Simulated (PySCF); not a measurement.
BBrClH. Atoms are numbered in the order given.

```xyz
4

B     -0.7605     0.6056     0.0000
H     -1.9516     0.6662     0.0000
Cl     0.1850     2.0654     0.0000
Br     0.0745    -1.1088     0.0000
```
Charge 0, spin multiplicity 1.

The structure is a stationary point at PBE-D3(BJ)/def2-TZVP.

Computed with TDDFT-CAM-B3LYP/def2-SVPD in PySCF 2.14.0.

Vertical excitations. The molecule is in vacuum. State labels are in the subgroup Cs.

Computed excitation energies, oscillator strengths and character:
| state | symmetry | energy (eV) | λ (nm) | f | main pairs |
|---|---|---|---|---|---|
| S1 | A" | 5.25 | 236 | 0.000 | HOMO→LUMO 98 % |
| S2 | A" | 5.65 | 219 | 0.000 | HOMO−2→LUMO 98 % |
| S3 | A' | 6.32 | 196 | 0.144 | HOMO−1→LUMO 95 % |
| S4 | A' | 7.74 | 160 | 0.007 | HOMO→LUMO+1 48 %, HOMO−3→LUMO 22 %, HOMO→LUMO+2 22 % |
| S5 | A' | 7.90 | 157 | 0.109 | HOMO−3→LUMO 72 %, HOMO→LUMO+1 14 % |
| S6 | A" | 8.15 | 152 | 0.000 | HOMO−4→LUMO 93 % |
| S7 | A" | 8.24 | 151 | 0.027 | HOMO−1→LUMO+1 63 %, HOMO−1→LUMO+2 21 % |
| S8 | A' | 8.25 | 150 | 0.023 | HOMO→LUMO+2 39 %, HOMO→LUMO+1 28 %, HOMO→LUMO+5 16 %, HOMO→LUMO+3 6 % |
| S9 | A" | 8.48 | 146 | 0.002 | HOMO−5→LUMO 96 % |
| S10 | A' | 8.59 | 144 | 0.064 | HOMO−2→LUMO+1 77 % |
| T1 | A" | 5.00 | 248 | 0 | HOMO→LUMO 84 %, HOMO−2→LUMO 13 % |
| T2 | A' | 5.33 | 232 | 0 | HOMO−1→LUMO 99 % |
| T3 | A" | 5.37 | 231 | 0 | HOMO−2→LUMO 84 %, HOMO→LUMO 14 % |
| T4 | A' | 6.53 | 190 | 0 | HOMO−3→LUMO 98 % |
Triplets are in the Tamm–Dancoff approximation, which puts them higher than full response would, so one can lie above its singlet here.
